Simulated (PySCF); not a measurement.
Species: C₇H₈FOP.
SMILES with atom numbers: `[CH2:1]=[CH:2][c:3]1[c:4]([O:5][CH3:6])[cH:7][pH:8][c:9]1[F:10]` (hydrogens: H11, H12 on C1; H13 on C2; H14, H15, H16 on C6; H17 on C7; H18 on P8)

The same species was optimised twice, with GFN2-xTB and with PBE0-D3(BJ)/def2-SVP (PySCF), and the same property calculations (PySCF, gas phase) were run on both structures.

```
     coordinate  GFN2-xTB  PBE0-D3(BJ)/def2-SVP  change
     C9–F10 (Å)     1.341                 1.325  -0.016
      C1=C2 (Å)     1.329                 1.341  +0.012
      C4–O5 (Å)     1.349                 1.338  -0.011
      P8–C9 (Å)     1.812                 1.822  +0.010
      C4–C7 (Å)     1.352                 1.361  +0.009
      C2–C3 (Å)     1.449                 1.458  +0.009
      C3–C4 (Å)     1.465                 1.473  +0.008
      C7–P8 (Å)     1.796                 1.803  +0.007
      O5–C6 (Å)     1.408                 1.403  -0.005
      C3–C9 (Å)     1.356                 1.358  +0.002
   C4–C7–P8 (°)     111.9                 110.4    -1.5
   C3–C4–C7 (°)     115.1                 116.5    +1.4
   C3–C4–O5 (°)     116.8                 115.7    -1.1
   C2–C3–C4 (°)     120.7                 121.7    +1.0
  P8–C9–F10 (°)     120.5                 121.4    +0.9
   C7–P8–C9 (°)      87.9                  88.8    +0.9
   C1–C2–C3 (°)     126.0                 126.6    +0.6
  C3–C9–F10 (°)     125.0                 124.4    -0.6
C1–C2–C3–C4 (°)       180                   179      -1
C3–C4–O5–C6 (°)       179                   180      +1
```

Rotational constants: A = 1448, B = 1049, C = 613.5 MHz (GFN2-xTB) against A = 1434, B = 1052, C = 612.2 MHz (PBE0-D3(BJ)/def2-SVP).

On the GFN2-xTB structure: HOMO (eV) -6.26 [PBE0/pcSseg-1]; LUMO (eV) -1.38 [PBE0/pcSseg-1]; dipole (D) 2.75 [PBE0/pcSseg-1]; GIAO shielding of C1 (ppm) 59.5 [PBE0/pcSseg-1]; GIAO shielding of C2 (ppm) 54.7 [PBE0/pcSseg-1]; GIAO shielding of C3 (ppm) 57.1 [PBE0/pcSseg-1]; GIAO shielding of C4 (ppm) 18.5 [PBE0/pcSseg-1]; GIAO shielding of O5 (ppm) 209.9 [PBE0/pcSseg-1]; GIAO shielding of C6 (ppm) 130.0 [PBE0/pcSseg-1]; GIAO shielding of C7 (ppm) 106.8 [PBE0/pcSseg-1]; GIAO shielding of P8 (ppm) 419.4 [PBE0/pcSseg-1].

Q: What do these properties become on the PBE0-D3(BJ)/def2-SVP structure?

A: 
```tsv
property	level	on GFN2-xTB	on PBE0-D3(BJ)/def2-SVP	change
HOMO (eV)	PBE0/pcSseg-1	-6.26	-6.25	+0.01
LUMO (eV)	PBE0/pcSseg-1	-1.38	-1.38	0.00
dipole (D)	PBE0/pcSseg-1	2.75	2.69	-0.06
energy, GFN2-xTB geometry as zero (kcal/mol)	PBE0/pcSseg-1	0.0	-0.8	-0.8
GIAO shielding of C1 (ppm)	PBE0/pcSseg-1	59.5	56.9	-2.6
GIAO shielding of C2 (ppm)	PBE0/pcSseg-1	54.7	52.0	-2.7
GIAO shielding of C3 (ppm)	PBE0/pcSseg-1	57.1	57.1	0.0
GIAO shielding of C4 (ppm)	PBE0/pcSseg-1	18.5	17.9	-0.6
GIAO shielding of O5 (ppm)	PBE0/pcSseg-1	209.9	207.7	-2.2
GIAO shielding of C6 (ppm)	PBE0/pcSseg-1	130.0	129.3	-0.7
GIAO shielding of C7 (ppm)	PBE0/pcSseg-1	106.8	107.7	+0.9
GIAO shielding of P8 (ppm)	PBE0/pcSseg-1	419.4	403.8	-15.6
```

The heavy atoms differ by 0.021 Å rms after alignment. Among bonds between heavy atoms C9–F10 changes most (-0.016 Å). Changes are differences of the printed values. Neither structure is proved a minimum here.

The values belong to the conformer `[CH2:1]=[CH:2][c:3]1[c:4]([O:5][CH3:6])[cH:7][pH:8][c:9]1[F:10]`: C1–C2–C3–C4 179°, C3–C4–O5–C6 180°.
